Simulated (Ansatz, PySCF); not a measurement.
Species: difluoro(dimethoxy)silane, C₂H₆F₂O₂Si, net charge 0, singlet state. SMILES: CO[Si](F)(F)OC
Geometry from a B3LYP-D3(BJ)/def2-TZVP (Ansatz, an electronic-structure program) optimisation:
```
Si
F 1 1.5827
F 1 1.5827 2 108.17
O 1 1.6136 2 105.88 3 119.41
C 4 1.4248 1 125.44 2 -176.97
H 5 1.0886 4 107.70 1 -171.15
H 5 1.0917 6 109.12 4 120.13
H 5 1.0928 6 109.06 7 119.06
O 1 1.6136 2 111.32 4 124.66
C 9 1.4248 1 125.44 2 -59.65
H 10 1.0886 9 107.70 1 -171.15
H 10 1.0917 11 109.12 9 120.13
H 10 1.0928 11 109.06 12 119.06
```

Property: atomisation energy (electronic, to ground-state atoms), in kJ/mol. Correlated levels leave the core frozen unless marked. UHF or UKS for open shells. Spin-orbit coupling is left out. Non-relativistic. The coupled-cluster limit lacks core correlation, which all-electron functionals hold. CBS marks a two-point X^-3 extrapolation of the correlation energy; Hartree-Fock from the larger set. [CCSD(T)-MP2]/basis is that difference in the basis named.

```tsv
level	program	atomisation energy (kJ/mol)
PBE-D3(BJ)/def2-TZVPD	Ansatz + dftd3	5494.3
r2SCAN/def2-TZVPD	Ansatz	5421.3
B3LYP-D3(BJ)/def2-TZVPD	Ansatz + dftd3	5395.8
PBE0-D4/def2-TZVPD	Ansatz + dftd4	5384.2
TPSSh-D4/def2-TZVPD	PySCF + dftd4	[?]
HSE06-D4/def2-TZVPD	Ansatz + dftd4	[?]
RPA@PBE/cc-pV(T+d)Z	Ansatz	5019.9
CCSD/6-31G*	Ansatz	[?]
CCSD/aug-cc-pV(D+d)Z	Ansatz	[?]
CCSD/cc-pV(T+d)Z	Ansatz	5215.0
RI-MP2/CBS(cc-pV(T+d)Z,cc-pV(Q+d)Z)+[CCSD(T)-MP2]/cc-pV(T+d)Z	Ansatz	5451.1
```

Question: Some entries are withheld; supply them.

Answer: 
- TPSSh-D4/def2-TZVPD, atomisation energy (kJ/mol): 5391.7
- HSE06-D4/def2-TZVPD, atomisation energy (kJ/mol): 5388.4
- CCSD/6-31G*, atomisation energy (kJ/mol): 4918.4
- CCSD/aug-cc-pV(D+d)Z, atomisation energy (kJ/mol): 4977.5
